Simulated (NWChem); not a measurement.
Program: NWChem. System: 1,3,5-triazine (C₃H₃N₃), charge 0, spin multiplicity 1, at a geometry optimised with B3LYP/def2-SVP. Level: RHF/def2-SVP.

NWChem printed:

```
             Northwest Computational Chemistry Package (NWChem) 7.3.0
             --------------------------------------------------------

                                NWChem Input Module
                                -------------------

 Scaling coordinates for geometry "geometry" by  1.889725989
 (inverse scale =  0.529177249)

 Turning off AUTOSYM since
 SYMMETRY directive was detected!

                             Geometry "geometry" -> ""
                             -------------------------

 Output coordinates in angstroms (scale by  1.889725989 to convert to a.u.)

  No.       Tag          Charge          X              Y              Z
 ---- ---------------- ---------- -------------- -------------- --------------
    1 C                    6.0000     0.00000000     0.00000000     1.29610800
    2 N                    7.0000    -1.18594400     0.00000000     0.68469600
    3 C                    6.0000    -1.12240500     0.00000000    -0.64806100
    4 N                    7.0000     0.00000000     0.00000000    -1.36937800
    5 C                    6.0000     1.12240500     0.00000000    -0.64806100
    6 N                    7.0000     1.18594400     0.00000000     0.68469600
    7 H                    1.0000     0.00000000     0.00000000     2.39359900
    8 H                    1.0000    -2.07282900     0.00000000    -1.19680100
    9 H                    1.0000     2.07282900     0.00000000    -1.19680100

 Effective nuclear repulsion energy (a.u.)     211.7922099153

            Nuclear Dipole moment (a.u.)
            ----------------------------
        X                 Y               Z
 ---------------- ---------------- ----------------
    -0.0000000000     0.0000000000     0.0000207870

      Symmetry information
      --------------------

 Group name             C2v
 Group number             16
 Group order               4
 No. of unique centers     6

      Symmetry unique atoms

     1    2    3    4    7    8


 Summary of "ao basis" -> "" (spherical)
 ------------------------------------------------------------------------------
       Tag                 Description            Shells   Functions and Types
 ---------------- ------------------------------  ------  ---------------------
 *                          def2-svp                  on all atoms

 Summary of "ao basis" -> "ao basis" (spherical)
 ------------------------------------------------------------------------------
       Tag                 Description            Shells   Functions and Types
 ---------------- ------------------------------  ------  ---------------------
 C                          def2-svp                 6       14   3s2p1d
 N                          def2-svp                 6       14   3s2p1d
 H                          def2-svp                 3        5   2s1p

                                 NWChem SCF Module
                                 -----------------

  ao basis        = "ao basis"
  functions       =    99
  atoms           =     9
  closed shells   =    21
  open shells     =     0
  charge          =   0.00
  wavefunction    = RHF
  use symmetry    = T
  symmetry adapt  = T

 Summary of "ao basis" -> "ao basis" (spherical)
 ------------------------------------------------------------------------------
       Tag                 Description            Shells   Functions and Types
 ---------------- ------------------------------  ------  ---------------------
 C                          def2-svp                 6       14   3s2p1d
 N                          def2-svp                 6       14   3s2p1d
 H                          def2-svp                 3        5   2s1p

      Symmetry analysis of basis
      --------------------------

        a1         41
        a2         11
        b1         31
        b2         16

 Forming initial guess at       0.0s

      Superposition of Atomic Density Guess
      -------------------------------------

 Sum of atomic energies:        -277.10481339

      Non-variational initial energy
      ------------------------------

 Total energy =    -280.783138
 1-e energy   =    -794.292288
 2-e energy   =     301.716940
 HOMO         =      -0.308805
[...]
 Convergence threshold     :          1.000E-07
 Maximum no. of iterations :          100
 Final Fock-matrix accuracy:          1.000E-09
 ----------------------------------------------

              iter       energy          gnorm     gmax       time
             ----- ------------------- --------- --------- --------
                 1     -278.3708541778  1.24D+00  3.78D-01      0.5
                 2     -278.4635622911  3.82D-01  1.04D-01      0.5
                 3     -278.4754382709  6.75D-02  1.99D-02      0.5
                 4     -278.4759570547  2.67D-03  1.04D-03      0.6
                 5     -278.4759592017  2.93D-06  6.28D-07      0.8
                 6     -278.4759592017  5.95D-09  1.19D-09      1.0

       Final RHF  results
       ------------------

         Total SCF energy =   -278.475959201695
      One-electron energy =   -796.251763785789
      Two-electron energy =    305.983594668750
 Nuclear repulsion energy =    211.792209915343

        Time for solution =      0.5s

       Symmetry analysis of molecular orbitals - final
       -----------------------------------------------

  Numbering of irreducible representations:

     1 a1          2 a2          3 b1          4 b2

  Orbital symmetries:

     1 b1          2 a1          3 a1          4 a1          5 a1
     6 b1          7 a1          8 a1          9 b1         10 b1
    11 a1         12 a1         13 b1         14 a1         15 b1
    16 b2         17 a1         18 b2         19 a2         20 a1
    21 b1         22 a2         23 b2         24 a1         25 a1
    26 b1         27 b2         28 a1         29 b1         30 a1
    31 b1

             Final eigenvalues
             -----------------

              1
    1  -15.5882
    2  -15.5882
    3  -15.5882
    4  -11.3487
    5  -11.3487
    6  -11.3487
    7   -1.3590
    8   -1.2079
    9   -1.2079
   10   -0.9267
   11   -0.9267
   12   -0.7598
   13   -0.7542
   14   -0.6192
   15   -0.6192
   16   -0.6154
   17   -0.5665
   18   -0.4432
   19   -0.4432
   20   -0.4414
   21   -0.4414
   22    0.0904
   23    0.0904
   24    0.2052
   25    0.2219
   26    0.2219
   27    0.3046
   28    0.3210
   29    0.3847
   30    0.3847
   31    0.4560

                       ROHF Final Molecular Orbital Analysis
                       -------------------------------------

 Vector   19  Occ=2.000000D+00  E=-4.431788D-01  Symmetry=a2
              MO Center= -4.6D-12, -2.7D-16,  2.3D-01, r^2= 2.6D+00
   Bfn.  Coefficient  Atom+Function         Bfn.  Coefficient  Atom+Function
  ----- ------------  ---------------      ----- ------------  ---------------
    19      0.327099  2 N  py                75     -0.327099  6 N  py
    22     -0.271317  2 N  py                78      0.271317  6 N  py
    33     -0.244405  3 C  py                61      0.244405  5 C  py
    36     -0.168637  3 C  py                64      0.168637  5 C  py

 Vector   20  Occ=2.000000D+00  E=-4.414456D-01  Symmetry=a1
              MO Center= -8.0D-13, -6.3D-17, -5.2D-01, r^2= 3.1D+00
   Bfn.  Coefficient  Atom+Function         Bfn.  Coefficient  Atom+Function
  ----- ------------  ---------------      ----- ------------  ---------------
    48      0.437885  4 N  pz                51     -0.355573  4 N  pz
    20      0.231231  2 N  pz                76      0.231231  6 N  pz
    23     -0.183522  2 N  pz                79     -0.183522  6 N  pz
    34      0.170154  3 C  pz                62      0.170154  5 C  pz
    44      0.150613  4 N  s

 Vector   21  Occ=2.000000D+00  E=-4.414452D-01  Symmetry=b1
              MO Center=  1.6D-12, -2.6D-17,  5.2D-01, r^2= 3.1D+00
   Bfn.  Coefficient  Atom+Function         Bfn.  Coefficient  Atom+Function
  ----- ------------  ---------------      ----- ------------  ---------------
    18      0.369008  2 N  px                74      0.369008  6 N  px
    21     -0.298228  2 N  px                77     -0.298228  6 N  px
     4      0.207372  1 C  px                46      0.162326  4 N  px

 Vector   22  Occ=0.000000D+00  E= 9.039215D-02  Symmetry=a2
              MO Center= -1.1D-12,  3.9D-16, -2.5D-01, r^2= 3.1D+00
   Bfn.  Coefficient  Atom+Function         Bfn.  Coefficient  Atom+Function
  ----- ------------  ---------------      ----- ------------  ---------------
    36      0.500671  3 C  py                64     -0.500671  5 C  py
    22     -0.391710  2 N  py                78      0.391710  6 N  py
    33      0.336819  3 C  py                61     -0.336819  5 C  py
    19      0.254865  2 N  py                75     -0.254865  6 N  py

 Vector   23  Occ=0.000000D+00  E= 9.040006D-02  Symmetry=b2
              MO Center= -1.4D-12,  1.6D-18,  2.5D-01, r^2= 3.1D+00
   Bfn.  Coefficient  Atom+Function         Bfn.  Coefficient  Atom+Function
  ----- ------------  ---------------      ----- ------------  ---------------
     8      0.578147  1 C  py                50      0.452308  4 N  py
     5      0.388933  1 C  py                47     -0.294278  4 N  py
    36     -0.289061  3 C  py                64     -0.289061  5 C  py
    22     -0.226174  2 N  py                78     -0.226174  6 N  py
    33     -0.194442  3 C  py                61     -0.194442  5 C  py

 Vector   24  Occ=0.000000D+00  E= 2.052386D-01  Symmetry=a1
              MO Center=  1.9D-15, -9.9D-18,  6.9D-04, r^2= 1.0D+01
   Bfn.  Coefficient  Atom+Function         Bfn.  Coefficient  Atom+Function
  ----- ------------  ---------------      ----- ------------  ---------------
    86      1.362225  7 H  s                 91      1.361742  8 H  s
    96      1.361742  9 H  s                  3     -0.860834  1 C  s
    31     -0.860541  3 C  s                 59     -0.860541  5 C  s
     9     -0.623381  1 C  pz                35      0.539657  3 C  px
    63     -0.539657  5 C  px                37      0.311534  3 C  pz

 center of mass
 --------------
 x =   0.00000000 y =   0.00000000 z =   0.00000058

 moments of inertia (a.u.)
 ------------------
         279.570040608958           0.000000000000           0.000000000000
           0.000000000000         559.131232805350           0.000000000000
           0.000000000000           0.000000000000         279.561192196391

  Mulliken analysis of the total density
  --------------------------------------

    Atom       Charge   Shell Charges
 -----------   ------   -------------------------------------------------------
    1 C    6     5.70   1.99  0.91  0.17  1.93  0.62  0.09
    2 N    7     7.38   1.99  1.01  0.56  2.33  1.46  0.03
    3 C    6     5.70   1.99  0.91  0.17  1.93  0.62  0.09
    4 N    7     7.38   1.99  1.01  0.56  2.33  1.46  0.03
    5 C    6     5.70   1.99  0.91  0.17  1.93  0.62  0.09
    6 N    7     7.38   1.99  1.01  0.56  2.33  1.46  0.03
    7 H    1     0.92   0.76  0.14  0.02
    8 H    1     0.92   0.76  0.14  0.02
    9 H    1     0.92   0.76  0.14  0.02

       Multipole analysis of the density wrt the origin
       ------------------------------------------------

     L   x y z        total         open         nuclear
     -   - - -        -----         ----         -------
     0   0 0 0     -0.000000      0.000000     42.000000

     1   1 0 0     -0.000000      0.000000     -0.000000
     1   0 1 0      0.000000      0.000000      0.000000
     1   0 0 1     -0.000043      0.000000      0.000021

     2   2 0 0    -26.315253      0.000000    154.988620
     2   1 1 0     -0.000000      0.000000      0.000000
     2   1 0 1     -0.000000      0.000000      0.000000
     2   0 2 0    -25.474091      0.000000      0.000000
     2   0 1 1      0.000000      0.000000      0.000000
     2   0 0 2    -26.313867      0.000000    154.994359

 Task  times  cpu:        1.0s     wall:        1.0s

 Total times  cpu:        1.0s     wall:        1.0s
```

### Question
Write an NWChem input that would produce this output.

### Answer
Several could match; the one computed here: 
```
start mol
memory heap 200 mb stack 900 mb global 1100 mb
geometry units angstroms nocenter noautoz
  C      0.000000     0.000000     1.296108
  N     -1.185944     0.000000     0.684696
  C     -1.122405     0.000000    -0.648061
  N      0.000000     0.000000    -1.369378
  C      1.122405     0.000000    -0.648061
  N      1.185944     0.000000     0.684696
  H      0.000000     0.000000     2.393599
  H     -2.072829     0.000000    -1.196801
  H      2.072829     0.000000    -1.196801
  symmetry group C2v
end
basis spherical
  * library def2-svp
end
scf
  rhf
  nopen 0
  maxiter 100
  thresh 1e-7
  semidirect memsize 60000000 filesize 0
end
task scf energy
```
